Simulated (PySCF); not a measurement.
C₆H₉F₃.
Numbering: `[CH3:1][CH2:2][CH2:3][CH2:4][C:5]([F:6])=[C:7]([F:8])[F:9]` (hydrogens: H10, H11, H12 on C1; H13, H14 on C2; H15, H16 on C3; H17, H18 on C4)

The same species was optimised twice, with GFN2-xTB and with PBE0-D3(BJ)/def2-SVP (PySCF), and the same property calculations (PySCF, gas phase) were run on both structures.

```csv
coordinate,GFN2-xTB,PBE0-D3(BJ)/def2-SVP,change
C7–F9 (Å),1.326,1.310,-0.016
C7–F8 (Å),1.331,1.315,-0.016
C5–F6 (Å),1.348,1.339,-0.009
C4–C5 (Å),1.492,1.484,-0.008
C3–C4 (Å),1.535,1.528,-0.007
C5=C7 (Å),1.326,1.332,+0.006
C2–C3 (Å),1.526,1.521,-0.005
C1–C2 (Å),1.524,1.520,-0.004
C3–C4–C5 (°),111.0,113.1,+2.1
C1–C2–C3 (°),111.5,113.2,+1.7
C2–C3–C4 (°),111.5,113.1,+1.6
C5–C7–F9 (°),126.5,124.9,-1.6
F8–C7–F9 (°),110.7,112.0,+1.3
F6–C5–C7 (°),118.4,117.9,-0.5
C5–C7–F8 (°),122.8,123.1,+0.3
C4–C5–C7 (°),126.1,126.3,+0.2
C1–C2–C3–C4 (°),-179,-179,0
C2–C3–C4–C5 (°),177,176,-1
C3–C4–C5–F6 (°),-72,-64,+8
```

Rotational constants: A = 3192, B = 672.3, C = 601.3 MHz (GFN2-xTB) against A = 3366, B = 656.8, C = 588.8 MHz (PBE0-D3(BJ)/def2-SVP). Point groups within 0.08 Å: C1 and C1.

On the GFN2-xTB structure: isotropic polarisability (au) 76.7 [PBE0/def2-SVPD]; HOMO (eV) -7.27 [PBE0/def2-SVPD]; LUMO (eV) 0.49 [PBE0/def2-SVPD]; dipole (D) 2.31 [PBE0/def2-SVPD].

Task: What do these properties become on the PBE0-D3(BJ)/def2-SVP structure?

Result: 
| property | level | on GFN2-xTB | on PBE0-D3(BJ)/def2-SVP | change |
| --- | --- | --- | --- | --- |
| isotropic polarisability (au) | PBE0/def2-SVPD | 76.7 | 77.5 | +0.8 |
| HOMO (eV) | PBE0/def2-SVPD | -7.27 | -7.15 | +0.12 |
| LUMO (eV) | PBE0/def2-SVPD | 0.49 | 0.49 | 0.00 |
| dipole (D) | PBE0/def2-SVPD | 2.31 | 2.16 | -0.15 |
| energy, GFN2-xTB geometry as zero (kcal/mol) | PBE0/def2-SVPD | 0.0 | -1.2 | -1.2 |

The heavy atoms differ by 0.078 Å rms after alignment. Among bonds between heavy atoms C7–F8 and C7–F9 change most and about equally (-0.016 Å). Changes are differences of the printed values. Neither structure is proved a minimum here.

Shape of the structure used: `[CH3:1][CH2:2][CH2:3][CH2:4][C:5]([F:6])=[C:7]([F:8])[F:9]`: C1–C2–C3–C4 -179°, C2–C3–C4–C5 176°, C3–C4–C5–F6 -64°.
